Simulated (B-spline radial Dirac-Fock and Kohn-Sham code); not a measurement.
**Kohn-Sham estimates against Dirac-Fock for the levels of W⁴⁺**

System: tungsten as W⁴⁺, configuration [Xe] 4f14 5d1 6p1 (not the ground configuration).

The density-functional columns are spherical, spin-unpolarised Dirac-Kohn-Sham results without Breit or QED terms: −ε is minus the orbital energy of the initial state and ΔSCF the difference of two total energies. The reference in the last column comes from relaxed Dirac-Fock hole states (ΔSCF) with Breit and QED corrections and a finite nucleus. All numbers are from a radial finite-basis atomic code, in eV; a selection of levels is shown. For the 1s level of heavy atoms much of the gap between ΔSCF and the reference is the Breit and QED part, -349.2 eV here; for other levels the error of the functional can be larger.

| level | LDA −ε | LDA ΔSCF | Dirac-Fock |
| --- | --- | --- | --- |
| K (1s) | 69362.8 | 69918.8 | 69581.4 |
| L1 (2s) | 12006.7 | 12109.6 | 12167.7 |
| L2 (2p1/2) | 11490.5 | 11622.7 | 11604.2 |
| L3 (2p3/2) | 10139.4 | 10253.1 | 10266.7 |
| M1 (3s) | 2802.3 | 2832.9 | 2886.6 |
| M2 (3p1/2) | 2571.2 | 2604.1 | 2638.0 |
| M3 (3p3/2) | 2279.1 | 2309.0 | 2345.1 |
| M4 (3d3/2) | 1887.5 | 1923.4 | 1931.9 |
| M5 (3d5/2) | 1823.9 | 1858.7 | 1869.5 |
| N1 (4s) | 616.3 | 631.4 | 661.9 |
| N2 (4p1/2) | 520.3 | 535.3 | 558.4 |
| N3 (4p3/2) | 452.4 | 466.9 | 490.6 |
| N4 (4d3/2) | 294.3 | 308.5 | 320.2 |
| N5 (4d5/2) | 281.7 | 295.8 | 307.8 |
| N6 (4f5/2) | 83.53 | 96.51 | 93.12 |
| N7 (4f7/2) | 81.27 | 94.15 | 90.99 |
| O1 (5s) | 127.2 | 136.5 | 140.0 |
| O2 (5p1/2) | 98.13 | 106.9 | 105.5 |
| O3 (5p3/2) | 87.62 | 95.88 | 94.94 |
| O4,5 (5d) | 47.59 | 54.28 | 53.08 |
| P2,3 (6p) | 32.00 | 35.61 | 34.17 |

Values without a named source are computed, but for edge energies of neutral atoms, which are taken from tables.
